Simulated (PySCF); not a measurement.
# Spin-Hamiltonian simulation

Molecule: 2-fluoropyridine (Fc1ccccn1, C$_{5}$H$_{4}$FN).

Molfile (atoms numbered from 1):
```
C5H4FN
     RDKit          3D

 11 11  0  0  0  0  0  0  0  0999 V2000
    2.1959   -1.1614   -1.1539 F   0  0  0  0  0  0  0  0  0  0  0  0
    1.1047   -0.6799   -0.5754 C   0  0  0  0  0  0  0  0  0  0  0  0
    0.9283    0.7044   -0.5412 C   0  0  0  0  0  0  0  0  0  0  0  0
   -0.2267    1.1750    0.0702 C   0  0  0  0  0  0  0  0  0  0  0  0
   -1.1329    0.2592    0.6091 C   0  0  0  0  0  0  0  0  0  0  0  0
   -0.8332   -1.0958    0.5076 C   0  0  0  0  0  0  0  0  0  0  0  0
    0.2721   -1.5574   -0.0784 N   0  0  0  0  0  0  0  0  0  0  0  0
    1.6757    1.3663   -0.9806 H   0  0  0  0  0  0  0  0  0  0  0  0
   -0.4184    2.2492    0.1267 H   0  0  0  0  0  0  0  0  0  0  0  0
   -2.0508    0.5893    1.0982 H   0  0  0  0  0  0  0  0  0  0  0  0
   -1.5148   -1.8490    0.9179 H   0  0  0  0  0  0  0  0  0  0  0  0
  1  2  1  0
  2  3  2  0
  3  4  1  0
  4  5  2  0
  5  6  1  0
  6  7  2  0
  7  2  1  0
  3  8  1  0
  4  9  1  0
  5 10  1  0
  6 11  1  0
M  END
```

Theory: spin–spin couplings from B3LYP/pcJ-1 (spin–dipole term only in couplings to heteroatoms), PBE0/pcSseg-1 with gauge-including orbitals, geometry from PBE0-D3(BJ)/def2-SVP, in PySCF 2.14 (no relativistic terms, gas phase, single conformer).

Referencing at the same level of theory: TMS for $^{1}$H (31.27 ppm).

The 5-spin Hamiltonian (Zeeman plus full scalar coupling among like nuclei) was diagonalised exactly; lines are Lorentzian, 1.0 Hz wide, and the maxima above 3 % are listed with the tallest set to 100.

Peak list at 700 MHz for the spins F1/H8/H9/H10/H11:
δ in ppm (height): 8.427 (52), 8.426 (62), 8.424 (98), 8.423 (99), 8.422 (67), 8.421 (64), 8.419 (64), 8.418 (67), 8.417 (100), 8.416 (99), 8.414 (63), 8.413 (53), 7.819 (35), 7.816 (35), 7.808 (67), 7.806 (82), 7.804 (47), 7.797 (48), 7.795 (84), 7.792 (68), 7.784 (37), 7.781 (37), 7.091 (60), 7.088 (61), 7.083 (63), 7.080 (98), 7.077 (62), 7.072 (59), 7.069 (57), 6.850 (88), 6.843 (90), 6.837 (87), 6.830 (86)

Q: Extract the chemical shifts and coupling constants behind this pattern (give the signs of the calculation).

A: 
Shifts (ppm): F1 -63.1, H8 6.84, H9 7.80, H10 7.08, H11 8.42.
Couplings (Hz): F1–H8: -4.4; F1–H9: 7.6; F1–H10: 1.9; F1–H11: -1.8; H8–H9: 9.1; H8–H10: 0.5; H8–H11: 0.8; H9–H10: 8.0; H9–H11: 1.9; H10–H11: 5.4.
These are the parameters used. A line list fixes at most the relative signs, and those only where coupling is strong; other parameter sets or atom labellings may fit too, and couplings well below the line width leave little trace.

Unscaled 3J(H,H) at this level run about 9 % above measured values.
